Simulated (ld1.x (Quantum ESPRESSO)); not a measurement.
## lanthanum (La): one change to an RRKJ potential, before and after

ld1.x (Quantum ESPRESSO) 7.5 input, shortened:

```
&input
   title='La', zed=57., rel=1, dft='PBESOL', iswitch=3,
   config='[Xe] 4f0 5d1 6s0 6p0'
 /
 &inputp
   pseudotype=2, tm=.false., lloc=0,
   nlcc=.true., rcore=1.50
 /
4
5P  2  1   6.00   0.00  3.00  3.00  0.0
5D  3  2   1.00   0.00  3.30  3.30  0.0
4F  4  3   0.00   0.00  1.85  1.85  0.0
5S  1  0   2.00   0.00  1.45  1.45  0.0
 &test
   configts(1)='4f0 5s2 5p6 5d1 6s0 6p0'
 /
```

All-electron outer shells of the reference configuration (PBEsol, scalar-relativistic, ld1.x):

```csv
shell,level (eV),outermost node (bohr),outermost maximum (bohr)
4p,-212.49,0.34,0.63
4d,-116.49,0.32,0.68
5s,-51.55,0.77,1.41
5p,-34.92,0.83,1.58
4f,-17.01,–,0.75
5d,-14.66,0.95,2.13
6s,-13.39,1.83,3.43
6p,-9.78,2.13,4.13
```

Change: wave 5p (bound): rc 3.00 bohr becomes 5p (bound): rc 4.22 bohr.

Cutoffs: the cutoffs (Ry, on a coarse ladder) from which the occupation-weighted sum of valence levels, in a spherical-Bessel basis at the reference potential, stays within 10 and 1 mRy of its value at 400 Ry; they do not see the model core or the augmentation charge, which bear on the density cutoff. Errors are all-electron minus pseudo energies relative to the spin-unpolarised reference configuration.

Predict the effect on cutoff, ghosts and configuration errors.

The potential gets neither clearly harder nor softer (45 Ry and 90 Ry → 45 Ry and 90 Ry); the s channel sets the loose cutoff, while the largest relative change is in p, which becomes softer; of the 7 tests that both files solve, the error grows in 3 and shrinks in 4 by more than 15 % and 0.3 meV (median size 92.5 → 83.0 meV); neither file shows a bound ghost.

| quantity | base | changed |
| --- | --- | --- |
| cutoff, loose | 45 Ry | 45 Ry |
| cutoff, tight | 90 Ry | 90 Ry |
| loose cutoff by channel (10 mRy a level) | p 10 Ry, d 10 Ry, s 40 Ry | p 6 Ry, d 10 Ry, s 40 Ry |
| bound ghosts | none | none |
| error for 4f0 5s2 5p6 5d1 6s2 6p0, meV [ΔE -16.85 eV] | +93 | +27 |
| error for 4f0 5s2 5p6 5d1 6s1 6p0, meV [ΔE -10.85 eV] | +64 | +33 |
| error for 4f0 5s2 5p6 5d0 6s0 6p0, meV [ΔE 18.91 eV] | +16 | -38 |
| error for 4f0 5s2 5p5 5d1 6s2 6p0, meV [ΔE 10.14 eV] | +135 | +218 |
| error for 4f0 5s1 5p6 5d1 6s2 6p0, meV [ΔE 27.21 eV] | +207 | +83 |
| error for 4f0 5s2 5p6 5d0 6s2 6p0, meV [ΔE -10.44 eV] | +151 | +87 |
| error for 4f0 5s2 5p6 5d1 6s0 6p1, meV [ΔE -7.86 eV] | +58 | -331 |
